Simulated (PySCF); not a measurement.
Compound: C8H9F4 (charge +1).
Numbering: `[CH3:1][C+:2]1[CH2:3][C@@H:4]([C:5]([F:6])=[C:7]([F:8])[F:9])[CH2:10][C@@H:11]1[F:12]` (hydrogens: H13, H14, H15 on C1; H16, H17 on C3; H18 on C4; H19, H20 on C10; H21 on C11)

Method: PBE0-D3(BJ)/def2-SVP geometry optimisation, gas phase in PySCF 2.14.0.

(1) What internal coordinates does the optimisation give?

## Answers

(1) 
```
          bond  length (Å)   order
         C1–C2       1.441  single
         C2–C3       1.445  single
         C3–C4       1.578  single
         C4–C5       1.469  single
         C5–F6       1.333  single
         C5=C7       1.343  double
         C7–F8       1.288  single
         C7–F9       1.299  single
        C4–C10       1.549  single
       C10–C11       1.537  single
       C11–F12       1.355  single
        C2–C11       1.488  single
C1–H13, C1–H14       1.099  single
        C1–H15       1.118  single
        C3–H16       1.099  single
        C3–H17       1.113  single
        C4–H18       1.100  single
       C10–H19       1.099  single
       C10–H20       1.098  single
       C11–H21       1.114  single
```

Bonds in one row agree within 0.01 Å and their mean is given. Orders are formal, as drawn. A selection of angles:
```
      angle  degrees
   C1–C2–C3    127.6
  C1–C2–C11    122.2
  C3–C2–C11    109.5
   C2–C3–C4    101.3
   C3–C4–C5    110.6
  C3–C4–C10    102.8
  C5–C4–C10    115.3
   C4–C5–F6    115.0
   C4–C5–C7    125.8
   F6–C5–C7    119.2
   C5–C7–F8    124.0
   C5–C7–F9    122.4
   F8–C7–F9    113.6
 C4–C10–C11    105.3
C10–C11–F12    115.4
 C2–C11–C10    105.3
 C2–C11–F12    111.7
```

Dihedral angles: C1–C2–C3–C4 -133° (anticlinal); C2–C3–C4–C5 -162° (antiperiplanar); C3–C4–C5–F6 55° (synclinal); C4–C5–C7–F8 179° (antiperiplanar); C3–C4–C10–C11 25° (synperiplanar); C4–C10–C11–F12 121° (anticlinal); C1–C2–C11–C10 149° (anticlinal).

Of the pairs four or more bonds apart, F6···H17 is among the closest relative to their van der Waals radii: 2.41 Å, 90 % of the sum of Bondi's values. C7 (=CF2 carbon) is planar (angles 124.0°, 122.4° and 113.6°, sum 360.0°, 0.01 Å off the plane of its three neighbours). The 5-membered ring C2–C3–C4–C10–C11 has internal angles of 101.3° to 109.5° (sum 524°, against 540° for a flat polygon); it is puckered, 0.17 Å rms from its mean plane, widest ring torsion 38°. C5 (vinylic C–F carbon) is planar (angles 125.8°, 119.2° and 115.0°, sum 360.0°, 0.01 Å off the plane of its three neighbours). The 4 C–F bonds span 1.288 Å (C7–F8, drawn single) to 1.355 Å (C11–F12, drawn single), a spread of 0.067 Å. C2 (formal carbocation centre) is planar (angles 127.6°, 122.2° and 109.5°, sum 359.4°, 0.06 Å off the plane of its three neighbours). The 8 C–C bonds span 1.343 Å (C5=C7, drawn double) to 1.578 Å (C3–C4, drawn single), a spread of 0.235 Å.

Point group: C1 (no symmetry element, even within 0.4 Å). No frequency check.

On one thread, Intel Xeon at 2.50 GHz (x86_64), no GPU (shared host), this took 19 min wall and 0.99 GiB of memory at its peak. These figures are those of the optimisation.

One conformer stands for the species.
